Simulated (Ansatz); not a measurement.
Ansatz (an electronic-structure program) input (PBE/def2-TZVPP):

Ansatz 0.2 input:
```yaml
crystal:
  periodic: [false, false, false]
  atoms:
    - {symbol: Cl, position_ang: [0.00000000, 0.00000000, 0.00000000]}
basis:
  gaussian:
    orbitals: def2-TZVPP
    final_grid: {core_spheres: 18, valence_spheres: 15, degree: 47}
hamiltonian:
  xc: {name: PBE}
magnetization: {spin_polarized: true, initial_magnetization: 1}
scf: {lower_state_search: full}
```

Output:

```
Functional definition: PBE
integrals: 0.00 GiB planned
294 factors; their error is unknown
mean field: 0.13 GiB planned
mean field evaluation 1: about -12515.9815 eV, gradient 5.3e0 eV
mean field evaluation 2: about -12516.0818 eV, gradient 3.0e0 eV
mean field evaluation 4: about -12516.1151 eV, gradient 7.0e-2 eV
mean field evaluation 8: about -12516.1065 eV, gradient 1.0e-3 eV
mean field evaluation 16: about -12516.1077 eV, gradient 2.8e-4 eV
mean field evaluation 32: about -12516.1065 eV, gradient 2.2e-4 eV
mean field -12516.10648690 eV, -459.9584296719 hartree, gradient 6.2e-5 eV, S^2 0.752902; 5 other end points of the search recorded, 0 dependent functions left out
reference -12516.10650547 eV, -459.9584303543 hartree; 9, 8 occupied and 33, 34 virtual orbitals, 294 factors
Total energy: -12516.10650547 eV, -459.9584303543 hartree
```
